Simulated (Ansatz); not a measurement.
`F[SiH2]C1C[SiH2]1` → `FC1C[SiH2]1` + `[SiH2]`  (silylene formation by 1,1-elimination)

Computed with Ansatz on PBE0-D4/def2-TZVP structures; ΔE is electronic, products minus reactants. CCSD(T)/CBS adds triple-zeta CCSD(T) − MP2 to the extrapolated MP2 energy (def2 sets, frozen cores). This one scheme is used for every species. DFT in def2-TZVPP. Each species was taken in one conformer, which may not be the lowest.

| level | ΔE (eV) |
| --- | --- |
| ωB97M-V | 4.99 |
| MP2/def2-TZVPP | 5.39 |

**Question.** What does CCSD(T)/CBS give? (An estimate is asked.)

**Answer.** Computed: +5.14 eV. The listed levels differ from it by -0.15, 0.25 eV.

Largest T1 diagnostic among the species: 0.014.

The D4 term adds +0.17 eV with B3LYP and +0.09 eV with PBE0; it sums over pairs of atoms, weighted by their polarisabilities, and B3LYP, whose exchange is more repulsive, gets the larger term. In def2-TZVPP, CCSD(T) changes the Hartree–Fock value by +0.13 eV (the triples alone add +0.04 eV) and MP2 by +0.49 eV.

B3LYP here is the variant with VWN-RPA as its local correlation; programs differ in this.
